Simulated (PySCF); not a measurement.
## Correlation energy of Zn²⁺ (zinc, charge +2)

[Ar] 3d10, closed-shell 1S. Calculation: PySCF 2.14, in def2-TZVPPD; the non-relativistic Hamiltonian (point nucleus). Frozen: [Ar]; 10 electrons correlated.

```csv
level,correlation energy (mhartree)
CCSD,-376.50
(T),-7.90
CCSD(T),-384.40
```

Diagnostics: T1 = 0.0068, D1 = 0.0096, largest double amplitude 0.016.

Question: Is a single reference adequate?

Answer: Yes: T1 lies below 0.03 and no double amplitude reaches 0.07.
